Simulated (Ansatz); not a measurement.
Geometry optimisation of Rb8Cl8⁻ (started as a model of: 1x4x4 RbCl rock-salt block).

```yaml
crystal:
  periodic: [false, false, false]
  atoms:
    - {symbol: Rb, position_ang: [0.232366, -4.651729, -4.518100]}
    - {symbol: Cl, position_ang: [-0.392759, -4.856457, -1.547056]}
    - {symbol: Rb, position_ang: [0.475203, -4.783150, 1.510128]}
    - {symbol: Cl, position_ang: [-0.371761, -4.611617, 4.442810]}
    - {symbol: Cl, position_ang: [0.120428, -1.609178, -4.567223]}
    - {symbol: Rb, position_ang: [-0.664442, -1.618302, -1.424225]}
    - {symbol: Cl, position_ang: [0.808050, -1.581876, 1.425821]}
    - {symbol: Rb, position_ang: [-0.058613, -1.569849, 4.542984]}
    - {symbol: Rb, position_ang: [0.067938, 1.568390, -4.542240]}
    - {symbol: Cl, position_ang: [-0.851806, 1.585109, -1.440047]}
    - {symbol: Rb, position_ang: [0.610561, 1.617712, 1.415863]}
    - {symbol: Cl, position_ang: [-0.104894, 1.608570, 4.575230]}
    - {symbol: Cl, position_ang: [0.419391, 4.605291, -4.427014]}
    - {symbol: Rb, position_ang: [-0.489436, 4.787488, -1.514328]}
    - {symbol: Cl, position_ang: [0.378670, 4.856746, 1.541379]}
    - {symbol: Rb, position_ang: [-0.178888, 4.652854, 4.526031]}
basis:
  gaussian: {orbitals: def2-SVP}
total_charge: -1
magnetization: {spin_polarized: true, initial_magnetization: 1}
hamiltonian: {xc: pbe, dispersion: d4}
scf: {lower_state_search: "off"}
output: {orbitals: {seedname: orbitals}}
relax: {f_tol: 0.03, max_steps: 70}
```

```sh
$ ansatz run in.yaml --threads 4 --pin off --events-out ev --progress --plain --max-ram 6963MiB
```

Shortened log:

```
Functional definition: PBE
mean field -105382.24298947 eV, -3872.7259992132 hartree, gradient 1.9e-6 eV, S^2 0.750071; 0 other end points of the search recorded, 0 dependent functions left out
relax step   1: F+E_penalty+E_count = -105382.94159653 eV  Δ(F+E_penalty+E_count) = +0.000e0 eV  max|allowed force component| = 2.076e-1 eV/Å  Δτ_max = 0.0000 Å  (34 SCF iters, accepted)
mean field -105382.27530007 eV, -3872.7271866059 hartree, gradient 1.5e-6 eV, S^2 0.750073; 0 other end points of the search recorded, 0 dependent functions left out
relax step   2: F+E_penalty+E_count = -105382.97171973 eV  Δ(F+E_penalty+E_count) = -3.012e-2 eV  max|allowed force component| = 8.798e-2 eV/Å  Δτ_max = 0.0430 Å  (18 SCF iters, accepted)
mean field -105382.28642532 eV, -3872.7275954512 hartree, gradient 1.9e-6 eV, S^2 0.750075; 0 other end points of the search recorded, 0 dependent functions left out
relax step   3: F+E_penalty+E_count = -105382.98302602 eV  Δ(F+E_penalty+E_count) = -1.131e-2 eV  max|allowed force component| = 2.405e-2 eV/Å  Δτ_max = 0.0945 Å  (18 SCF iters, accepted)
mean field -105382.28986975 eV, -3872.7277220318 hartree, gradient 1.0e-6 eV, S^2 0.750075; 0 other end points of the search recorded, 0 dependent functions left out
relax step   4: F+E_penalty+E_count = -105382.98408420 eV  Δ(F+E_penalty+E_count) = -1.058e-3 eV  max|allowed force component| = 1.698e-2 eV/Å  Δτ_max = 0.0448 Å  (18 SCF iters, accepted)
Total energy: -105382.98417005 eV, -3872.7532370970 hartree
Atom 0 at     0.247258    -4.713469    -4.533579 Å, force    -0.001394    -0.000013     0.000774 eV/Å
Atom 1 at    -0.539222    -4.849605    -1.504293 Å, force     0.001038     0.002130    -0.004780 eV/Å
Atom 2 at     0.464012    -4.761610     1.482016 Å, force    -0.000294    -0.003901     0.006756 eV/Å
Atom 3 at    -0.305087    -4.645590     4.463775 Å, force     0.003145     0.001192    -0.003736 eV/Å
Atom 4 at     0.198554    -1.583135    -4.572207 Å, force     0.004539    -0.008696     0.002729 eV/Å
Atom 5 at    -0.587247    -1.636009    -1.462208 Å, force    -0.001804     0.016984     0.002113 eV/Å
Atom 6 at     0.873468    -1.576876     1.419627 Å, force    -0.001905     0.000223    -0.008916 eV/Å
Atom 7 at    -0.068753    -1.571388     4.497188 Å, force     0.000498    -0.000143     0.000268 eV/Å
Atom 8 at     0.085595     1.569097    -4.494642 Å, force    -0.000149     0.000789     0.000229 eV/Å
Atom 9 at    -0.910886     1.582245    -1.433129 Å, force     0.001682    -0.000826     0.009448 eV/Å
Atom 10 at     0.538615     1.636620     1.455547 Å, force     0.002276    -0.016874    -0.003181 eV/Å
Atom 11 at    -0.188588     1.581314     4.579654 Å, force    -0.004929     0.008709    -0.002552 eV/Å
Atom 12 at     0.344403     4.641427    -4.457792 Å, force    -0.003465    -0.000830     0.003080 eV/Å
Atom 13 at    -0.470456     4.764877    -1.489257 Å, force     0.000702     0.003319    -0.007617 eV/Å
Atom 14 at     0.517424     4.849636     1.501431 Å, force    -0.000924    -0.002450     0.005540 eV/Å
Atom 15 at    -0.199082     4.712467     4.547884 Å, force     0.000982     0.000387    -0.000154 eV/Å
Dipole moment:    -0.026289     0.006215    -0.006625 e Å
Checks for a lower state left out: stability, starts, cluster_reference, orbital_swaps, neighbouring_geometries, increment
```

Run time 62 s (4 threads of Intel Xeon on a shared host), peak host memory 1.3 GiB.

In the def2 sets Rb takes a core potential; there is no spin–orbit coupling. The gap within one spin of the relaxed charge -1 doublet nearly closes, so an electron or hole may be smeared out by delocalisation error. The relaxation made no stability test and no search for a lower SCF solution.
